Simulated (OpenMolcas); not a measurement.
**What dynamic correlation does to the levels of Ba**

- Program: OpenMolcas
- Basis: ANO-RCC-VDZ [7s6p2d]
- Scalar Hamiltonian: X2C, point nucleus
- Active space: 2 electrons in 8 orbitals (6s 6p 7s 7p)
- State averaging: 2S+1 = 3 even, 1 root; 2S+1 = 1 even, 7 roots; 2S+1 = 3 odd, 3 roots; 2S+1 = 1 odd, 3 roots
- Spin-orbit coupling: RASSI with atomic mean-field integrals over the reference wave functions, term energies averaged over their components

Methods on the same reference wave functions:
A. CASSCF
B. SS-CASPT2, IPEA 0.25 Eh, imaginary shift 0.1 Eh (closed shells correlated: 5s 5p)
C. MS-CASPT2, IPEA 0.25 Eh, imaginary shift 0.1 Eh (closed shells correlated: 5s 5p)

Energies in cm⁻¹ above 6s² ¹S₀, the measured ground level; measured values from NIST Handbook of Basic Atomic Spectroscopic Data.

```tsv
Level	A	B	C	Measured
6s² ¹S₀	0.0	0.0	0.0	0.0
6s 6p ³P°₀	10734	10743	10743	12266
6s 6p ³P°₁	11014	11023	11023	12637
6s 6p ³P°₂	11586	11595	11595	13515
6s 6p ¹P°₁	23901	23890	23890	18060
```

Deviations, from unrounded energies. A percentage is the sum of absolute deviations over the sum of measured energies, with the sign that they share, or ± where signs differ.

```json
{"Against measurement": "mean absolute deviation (cm-1)", "Levels": "4", "A": "2700", "B": "2700", "C": "2700"}
{"Against measurement": "other configurations (%)", "Levels": "4", "A": "±19.3", "B": "±19.3", "C": "±19.3"}
```

A, B, C lie about equally close to measurement. The largest miss of C in the table is 6s 6p ¹P°₁, by +5800 cm-1. The ranking rests on the paired levels alone, and a cruder setting can come out closer through cancelling errors.

Between B and C no level of the table moves by more than 5 cm-1.

The lowest spin-free term lies below A's lowest term by 0.007 hartree in B, 0.007 hartree in C.

The run also gave levels led by 6s 7s, which use shells meant for correlation; these and all levels above them are left out. Measured partners are found by configuration, term and J. A level has none where our copy of the source lacks it or the pairing is in doubt (some pairs that miss far off the trend of their configuration count as doubtful), and it then counts in no deviation. Only configurations of the active space appear. The table leaves out levels that lie high or whose names do not pair safely across all columns.

° marks odd parity.
